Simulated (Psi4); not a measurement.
C₂H₂F (SMILES C=[C]F), doublet, geometry from GFN2-xTB; R2SCAN/6-311G** (Psi4 1.11).

Here is a job for Psi4.
```
memory 2 GB

molecule {
0 2
C     0.01269615    0.41171885   -0.01137087
C     1.19873388   -0.11100266   -0.02785296
F    -1.19104254   -0.12604551    0.03401395
H     1.37985501   -1.18518672   -0.00369633
H     2.07094770    0.51529918   -0.06708620
}

set {
  basis 6-311g**
  reference uks
  scf_type pk
  puream true
  d_convergence 1e-8
  dft_radial_points 99
  dft_spherical_points 590
}

energy('r2scan')
print_variables()
```

Output, abridged:

```
   => Loading Basis Set <=

    Name: 6-311G**
    Role: ORBITAL
    Keyword: BASIS

         ---------------------------------------------------------
                                   SCF
               by Justin Turney, Rob Parrish, Andy Simmonett
                          and Daniel G. A. Smith
                              UKS Reference
         ---------------------------------------------------------

  ==> Geometry <==

    Molecular point group: c1
    Full point group: C1

    Geometry (in Angstrom), charge = 0, multiplicity = 2:

       Center              X                  Y                   Z               Mass
    ------------   -----------------  -----------------  -----------------  -----------------
         C            0.115173938951     0.399749222874    -0.013685444276    12.000000000000
         C            1.301211668951    -0.122972287126    -0.030167534276    12.000000000000
         F           -1.088564751049    -0.138015137126     0.031699375724    18.998403162730
         H            1.482332798951    -1.197156347126    -0.006010904276     1.007825032230
         H            2.173425488951     0.503329552874    -0.069400774276     1.007825032230

  Running in c1 symmetry.

  Rotational constants: A =      4.06251  B =      0.33706  C =      0.31124 [cm^-1]
  Rotational constants: A = 121791.10985  B =  10104.93128  C =   9330.76372 [MHz]
  Nuclear repulsion =   60.663657808472259

  Charge       = 0
  Multiplicity = 2
  Electrons    = 23
  Nalpha       = 12
  Nbeta        = 11

  ==> Algorithm <==

  SCF Algorithm Type is PK.
  DIIS enabled.
  MOM disabled.
  Fractional occupation disabled.
  Guess Type is SAD.
  Energy threshold   = 1.00e-06
  Density threshold  = 1.00e-08
  Integral threshold = 1.00e-12

  ==> Primary Basis <==

  Basis Set: 6-311G**
    Blend: 6-311G**
    Number of shells: 32
    Number of basis functions: 66
    Number of Cartesian functions: 69
    Spherical Harmonics?: true
    Max angular momentum: 2

  ==> DFT Potential <==

   => LibXC <=

    Version 7.1.2
    S. Lehtola, C. Steigemann, M. J. T. Oliveira, and M. A. L. Marques,  SoftwareX 7, 1–5 (2018) (10.1016/j.softx.2017.11.002)

   => Composite Functional: R2SCAN <=

    r2SCAN Meta-GGA XC Functional  (0.1021/acs.jpclett.0c02405)
    J. W. Furness, A. D. Kaplan, J. Ning, J. P. Perdew, J. Sun  J. Phys. Chem. Lett.  11, 8208–8215, 2020

    Deriv               =              1
    GGA                 =           TRUE
    Meta                =           TRUE

    Exchange Hybrid     =          FALSE
    MP2 Hybrid          =          FALSE

   => Exchange Functionals <=

    1.0000   XC_MGGA_X_R2SCAN

   => Correlation Functionals <=

    1.0000   XC_MGGA_C_R2SCAN

   => LibXC Density Thresholds  <==

    XC_MGGA_C_R2SCAN:  1.00E-15
    XC_MGGA_X_R2SCAN:  1.00E-11

   => Molecular Quadrature <=

    Radial Scheme          =       TREUTLER
    Pruning Scheme         =           NONE
    Nuclear Scheme         =       TREUTLER

    Blocking Scheme        =         OCTREE
    BS radius alpha        =              1
    Pruning alpha          =              1
    Radial Points          =             99
    Spherical Points       =            590
    Total Points           =         280197
    Total Blocks           =           2104
    Max Points             =            256
    Max Functions          =             66
    Weights Tolerance      =       1.00E-15

  ==> Integral Setup <==

  Using in-core PK algorithm.
   Calculation information:
      Number of atoms:                   5
      Number of AO shells:              32
      Number of primitives:             63
      Number of atomic orbitals:        69
      Number of basis functions:        66

      Integral cutoff                 1.00e-12
      Number of threads:                 1

  Performing in-core PK
  Using 4890732 doubles for integral storage.
  We computed 131646 shell quartets total.
  Whereas there are 139656 unique shell quartets.

  ==> DiskJK: Disk-Based J/K Matrices <==

    J tasked:                  Yes
    K tasked:                   No
    wK tasked:                  No
    Schwarz Cutoff:          1E-12

  Minimum eigenvalue in the overlap matrix is 3.1687446047E-03.
  Reciprocal condition number of the overlap matrix is 6.1489881311E-04.
    Using symmetric orthogonalization.

  ==> Pre-Iterations <==

  SCF Guess: Superposition of Atomic Densities via on-the-fly atomic UHF (no occupation information).

   -------------------------
    Irrep   Nso     Nmo
   -------------------------
     A         66      66
   -------------------------
    Total      66      66
   -------------------------

  ==> Iterations <==

                        Total Energy        Delta E     RMS |[F,P]|

   @UKS iter SAD:  -176.68968112709490   -1.76690e+02   0.00000e+00
   @UKS iter   1:  -176.84381162830576   -1.54131e-01   1.08383e-02 ADIIS/DIIS
   @UKS iter   2:  -176.52745882963012    3.16353e-01   1.48048e-02 ADIIS/DIIS
   @UKS iter   3:  -177.07004490319741   -5.42586e-01   3.82193e-03 ADIIS/DIIS
   @UKS iter   4:  -177.09762915924273   -2.75843e-02   1.06490e-03 ADIIS/DIIS
   @UKS iter   5:  -177.10018867712603   -2.55952e-03   2.17904e-04 ADIIS/DIIS
   @UKS iter   6:  -177.10028448983141   -9.58127e-05   1.46303e-04 ADIIS/DIIS
   @UKS iter   7:  -177.10033759380261   -5.31040e-05   4.01597e-05 DIIS
   @UKS iter   8:  -177.10035614286360   -1.85491e-05   1.78090e-05 DIIS
   @UKS iter   9:  -177.10036190000460   -5.75714e-06   5.38739e-06 DIIS
   @UKS iter  10:  -177.10036220467569   -3.04671e-07   1.45088e-06 DIIS
   @UKS iter  11:  -177.10036221214227   -7.46658e-09   2.88919e-07 DIIS
   @UKS iter  12:  -177.10036221247242   -3.30147e-10   7.01164e-08 DIIS
   @UKS iter  13:  -177.10036221249143   -1.90141e-11   1.74997e-08 DIIS
   @UKS iter  14:  -177.10036221249197   -5.40012e-13   4.84530e-09 DIIS
  Energy and wave function converged.

  ==> Post-Iterations <==

   Electrons on quadrature grid:
      Nalpha   =   12.0000000877 ; deviation = 8.772e-08
      Nbeta    =   11.0000000771 ; deviation = 7.709e-08
      Ntotal   =   23.0000001648 ; deviation = 1.648e-07

   @Spin Contamination Metric:   1.676283811E-02
   @S^2 Expected:                7.500000000E-01
   @S^2 Observed:                7.667628381E-01
   @S   Expected:                5.000000000E-01
   @S   Observed:                5.000000000E-01

    Orbital Energies [Eh]
    ---------------------

    Alpha Occupied:

[...]
    Alpha Virtual:

[...]
    Beta Occupied:

[...]
    Beta Virtual:

[...]
      66A     66.814311

    Final Occupation by Irrep:
              A
    DOCC [    11 ]
    SOCC [     1 ]
    NA   [    12 ]
    NB   [    11 ]

  @UKS Final Energy:  -177.10036221249197

   => Energetics <=

    Nuclear Repulsion Energy =             60.6636578084722586
    One-Electron Energy =                -362.4968799172905847
    Two-Electron Energy =                 146.6604409684610459
    DFT Exchange-Correlation Energy =     -21.9275810721346787
    Empirical Dispersion Energy =           0.0000000000000000
    VV10 Nonlocal Energy =                  0.0000000000000000
    Total Energy =                       -177.1003622124919730

  UHF NO Occupations:
  HONO-2 :   10  A 1.9991353
  HONO-1 :   11  A 1.9929635
  HONO-0 :   12  A 1.0000000
  LUNO+0 :   13  A 0.0070365
  LUNO+1 :   14  A 0.0008647
  LUNO+2 :   15  A 0.0002177
  LUNO+3 :   16  A 0.0001457

Computation Completed

Properties will be evaluated at   0.000000,   0.000000,   0.000000 [a0]

Properties computed using the SCF density matrix

 Multipole Moments:

 ------------------------------------------------------------------------------------
     Multipole            Electronic (a.u.)      Nuclear  (a.u.)        Total (a.u.)
 ------------------------------------------------------------------------------------

 L = 1.  Multiply by 2.5417464519 to convert [e a0] to [Debye]
 Dipole X            :         -4.0627747            4.4540640            0.3912894
 Dipole Y            :          0.4150877           -0.5202443           -0.1051566
 Dipole Z            :          0.0933570           -0.1005999           -0.0072429
 Magnitude           :                                                    0.4052379

 ------------------------------------------------------------------------------------

  Variable Map:
  ----------------------------------------------------------------------------
[...]
  Array Variable Map:
  ----------------------------------------------------------------------------
[...]
[...]
```
